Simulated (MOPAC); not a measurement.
Input file for MOPAC: AM1 on H2O2Sn (SMILES [OH][Sn][OH]), a point of a torsion scan.

```
AM1 1SCF PRECISE CHARGE=0 THREADS=1
H2O2Sn

O      1.30940658 1    -0.42705062 1    -0.46733811 1
Sn    -0.24172322 1     0.84260597 1    -0.82842853 1
O      0.15454991 1     2.27612517 1     0.56860302 1
H      2.19487150 1    -0.28018727 1    -0.14306135 1
H      0.85326190 1     2.28852050 1     1.21944837 1
```

Output:

```
*******************************************************************************
 **                                                                           **
 **                              MOPAC v23.2.5                                **
 **                                                                           **
 *******************************************************************************
 ** MOPAC's Digital Object Identifier: https://doi.org/10.5281/zenodo.6511958 **
 **                                                                           **
 ** Please cite the open-source release paper for use of this MOPAC version:  **
 ** J. E. Moussa and J. J. P. Stewart (2026)                                  **
 ** MOPAC: An open-source semiempirical molecular orbital program             **
 ** J. Open Source Softw., 11(119), 8025, https://doi.org/10.21105/joss.08025 **
 *******************************************************************************

                              AM1 CALCULATION RESULTS

 *******************************************************************************
 *  AM1        - The AM1 Hamiltonian to be used
 *
 *
 *
 *                 CHARGE ON SYSTEM = 0
 *
 *
 *
 *  PRECISE    - TIGHTER CRITERIA TO BE USED
 *  1SCF       - DO 1 SCF AND THEN STOP
 *  THREADS=1  - MULTI-THREADING NOT USED
 *  T=         - A TIME OF 172800.0 SECONDS REQUESTED
 *  DUMP=N     - RESTART FILE WRITTEN EVERY 7200.0 SECONDS REQUESTED
 *******************************************************************************
AM1 1SCF PRECISE CHARGE=0 THREADS=1
 H2O2Sn

   ATOM   CHEMICAL          X               Y               Z
  NUMBER   SYMBOL      (ANGSTROMS)     (ANGSTROMS)     (ANGSTROMS)

     1       O          1.30940658  *  -0.42705062  *  -0.46733811  *
     2      Sn         -0.24172322  *   0.84260597  *  -0.82842853  *
     3       O          0.15454991  *   2.27612517  *   0.56860302  *
     4       H          2.19487150  *  -0.28018727  *  -0.14306135  *
     5       H          0.85326190  *   2.28852050  *   1.21944837  *



          CARTESIAN COORDINATES

    NO.       ATOM           X           Y           Z

     1         O          1.3094     -0.4271     -0.4673
     2        Sn         -0.2417      0.8426     -0.8284
     3         O          0.1545      2.2761      0.5686
     4         H          2.1949     -0.2802     -0.1431
     5         H          0.8533      2.2885      1.2194

  H: (AM1): M.J.S. DEWAR ET AL, J. AM. CHEM. SOC. 107 3902-3909 (1985)
  O: (AM1): M.J.S. DEWAR ET AL, J. AM. CHEM. SOC. 107 3902-3909 (1985)
 Sn: (AM1): J. J. P. STEWART, J. MOL. MOD., 10, 155-164 (2004)

           Empirical Formula: H2 O2 Sn  =     5 atoms



      MOLECULAR POINT GROUP   :   C1


      RHF CALCULATION, NO. OF DOUBLY OCCUPIED LEVELS = 9


 -------------------------------------------------------------------------------
 AM1 1SCF PRECISE CHARGE=0 THREADS=1
 H2O2Sn



     1SCF WAS SPECIFIED, SO BFGS WAS NOT USED
     SCF FIELD WAS ACHIEVED


                              AM1 CALCULATION
                                                       MOPAC v23.2.5 Linux




          FINAL HEAT OF FORMATION =        -92.48934 KCAL/MOL =    -386.97539 KJ/MOL


          COSMO AREA              =        103.72 SQUARE ANGSTROMS
          COSMO VOLUME            =         91.37 CUBIC ANGSTROMS

          IONIZATION POTENTIAL    =          8.731769 EV
          HOMO LUMO ENERGIES (EV) =         -8.732  0.331
          NO. OF FILLED LEVELS    =          9
          MOLECULAR WEIGHT        =        152.7046         POINT GROUP:  C1

          MOLECULAR DIMENSIONS (Angstroms)

            Atom       Atom       Distance
            H     4    O     3     3.34725
            H     5   Sn     2     2.59282
            H     4    O     1     0.29820


          SCF CALCULATIONS        =          1





   ATOM   CHEMICAL          X               Y               Z
  NUMBER   SYMBOL      (ANGSTROMS)     (ANGSTROMS)     (ANGSTROMS)

     1       O          1.30940658  *  -0.42705062  *  -0.46733811  *
     2      Sn         -0.24172322  *   0.84260597  *  -0.82842853  *
     3       O          0.15454991  *   2.27612517  *   0.56860302  *
     4       H          2.19487150  *  -0.28018727  *  -0.14306135  *
     5       H          0.85326190  *   2.28852050  *   1.21944837  *

                             CARTESIAN COORDINATES

   1    O        1.309406580    -0.427050620    -0.467338110
   2   Sn       -0.241723220     0.842605970    -0.828428530
   3    O        0.154549910     2.276125170     0.568603020
   4    H        2.194871500    -0.280187270    -0.143061350
   5    H        0.853261900     2.288520500     1.219448370


           Empirical Formula: H2 O2 Sn  =     5 atoms



      MOLECULAR POINT GROUP   :   C1


                  EIGENVALUES
 -34.26150 -33.29632 -16.40438 -15.84488 -12.24776 -11.26416 -10.53217 -10.51580
  -8.73177   0.33102   1.55560   2.04753   7.17817   7.46045


              NET ATOMIC CHARGES AND DIPOLE CONTRIBUTIONS

  ATOM NO.   TYPE          CHARGE      No. of ELECS.   s-Pop       p-Pop
    1          O          -0.812217        6.8122     1.83715     4.97507
    2         Sn           1.219558        2.7804     1.90839     0.87205
    3          O          -0.798040        6.7980     1.84244     4.95559
    4          H           0.197872        0.8021     0.80213
    5          H           0.192827        0.8072     0.80717
 DIPOLE           X         Y         Z       TOTAL
 POINT-CHG.    -4.240    -0.270    -4.216     5.985
 HYBRID         3.564     0.307     2.872     4.588
 SUM           -0.676     0.037    -1.344     1.505


          ATOMIC ORBITAL ELECTRON POPULATIONS

     Atom    s        px        py        pz
    1  O   1.83715   1.31018   1.83317   1.83172
    2 Sn   1.90839   0.35098   0.20157   0.31950
    3  O   1.84244   1.55419   1.84379   1.55761
    4  H   0.80213
    5  H   0.80717

 **********************
 *                    *
 * JOB ENDED NORMALLY *
 *                    *
 **********************




 == MOPAC DONE ==
```

The run finished.

Cost: around 0.03 core-seconds (rough).
